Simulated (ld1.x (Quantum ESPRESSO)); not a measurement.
**Which change was made? (N, PAW)**

N (Z = 7), PAW, made with ld1.x (Quantum ESPRESSO) 7.5 (PBEsol, non-relativistic). Core [He], reference 2s2 2p3. Waves: 2s (bound): rcut 1.00, rcutus 1.10 bohr; 2s channel at 0.9 Ry: rcut 1.00, rcutus 1.10 bohr; 2p (bound): rcut 1.20, rcutus 1.50 bohr; 2p channel at -0.05 Ry: rcut 1.20, rcutus 1.50 bohr. Local part: all-electron potential smoothed inside 1.20 bohr (lloc = -1). Core correction: Bessel-smoothed model core inside 0.50 bohr. Augmentation charge: BESSEL, radius 1.05 bohr.

Cutoffs, loose and tight: the cutoffs (Ry, on a coarse ladder) from which the occupation-weighted sum of valence levels, in a spherical-Bessel basis at the reference potential, stays within 10 and 1 mRy of its value at 400 Ry. They do not see the model core or the augmentation charge, which bear on the density cutoff. Test errors are all-electron minus pseudo excitation energies from the reference, over the configurations 2s2 2p2; 2s2 2p1; 2s2 2p0; 2s1 2p0; 2s2 2p2.5; 2s1 2p4; 2s1 2p3; variants that change the core or the reference have their own tests.

The base gives: outcome: generated; cutoff, loose: 30 Ry; cutoff, tight: 45 Ry; bound ghosts: none; largest test error (meV): -17.

After one change the result is: outcome: generated; cutoff, loose: 18 Ry; cutoff, tight: 25 Ry; bound ghosts: none; largest test error (meV): +94. Which change was it?
A. all radii but the core radius scaled by about 1.08 (s 1.18, p 1.62 bohr, rcut 1.08/1.30); local potential all-electron potential smoothed inside 1.30 bohr (lloc = -1); augmentation BESSEL, radius 1.14 bohr
B. all radii but the core radius scaled by about 0.75 (s 0.82, p 1.12 bohr, rcut 0.74/0.90); local potential all-electron potential smoothed inside 0.90 bohr (lloc = -1); augmentation BESSEL, radius 0.78 bohr
C. all radii but the core radius scaled by about 1.38 (s 1.52, p 2.08 bohr, rcut 1.38/1.66); local potential all-electron potential smoothed inside 1.66 bohr (lloc = -1); augmentation BESSEL, radius 1.46 bohr

C. The others give: all radii but the core radius scaled by about 0.75 (s 0.82, p 1.12 bohr, rcut 0.74/0.90); local potential all-electron potential smoothed inside 0.90 bohr (lloc = -1); augmentation BESSEL, radius 0.78 bohr → outcome: generated; cutoff, loose: 55 Ry; cutoff, tight: 90 Ry; bound ghosts: none; largest test error (meV): -37 | all radii but the core radius scaled by about 1.08 (s 1.18, p 1.62 bohr, rcut 1.08/1.30); local potential all-electron potential smoothed inside 1.30 bohr (lloc = -1); augmentation BESSEL, radius 1.14 bohr → outcome: generated; cutoff, loose: 25 Ry; cutoff, tight: 40 Ry; bound ghosts: none; largest test error (meV): +11.
